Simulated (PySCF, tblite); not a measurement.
Isomers of C7H6FSi (doublet state), one GFN2-xTB conformer each. Single-point energies are computed at B3LYP/pcH-1 (PySCF, gas phase, no added dispersion term), electronic only. GFN2-xTB treats the open shell by occupation alone, and not every SCF solution was tested for stability.

```csv
SMILES,GFN2-xTB relative energy (kcal/mol)
C=CC#CC#CC[SiH]F,0.0
[H]/[C]=C\C#CC#CC[SiH2]F,20.3
```

Conformers: `[CH2:1]=[CH:2][C:3]#[C:4][C:5]#[C:6][CH2:7][SiH:8][F:9]` (doublet state) with C6–C7–Si8–F9 -159°; `[H]/[C:1]=[CH:2]\[C:3]#[C:4][C:5]#[C:6][CH2:7][SiH2:8][F:9]` (doublet state) with C6–C7–Si8–F9 179°.

**Question.** What does B3LYP/pcH-1 give for the same structures?

**Answer.** 
```json
{"SMILES": "C=CC#CC#CC[SiH]F", "B3LYP/pcH-1 E (Eh)": "-659.60148", "B3LYP/pcH-1 (kcal/mol)": "0.0", "GFN2-xTB (kcal/mol)": "0.0", "point group": "C1"}
{"SMILES": "[H]/[C]=C\\C#CC#CC[SiH2]F", "B3LYP/pcH-1 E (Eh)": "-659.56688", "B3LYP/pcH-1 (kcal/mol)": "21.7", "GFN2-xTB (kcal/mol)": "20.3", "point group": "–"}
```

Both levels put the same isomer lowest. 

**Question.** What happens when harmonic zero-point energies from GFN2-xTB frequencies are added?

**Answer.** 
| SMILES | ZPE (kcal/mol) | electronic (kcal/mol) | with ZPE (kcal/mol) |
| --- | --- | --- | --- |
| C=CC#CC#CC[SiH]F | 60.9 | 0.0 | 0.0 |
| [H]/[C]=C\C#CC#CC[SiH2]F | 57.8 | 21.7 | 18.7 |

The zero-point energies span 3.1 kcal/mol. The order is unchanged.
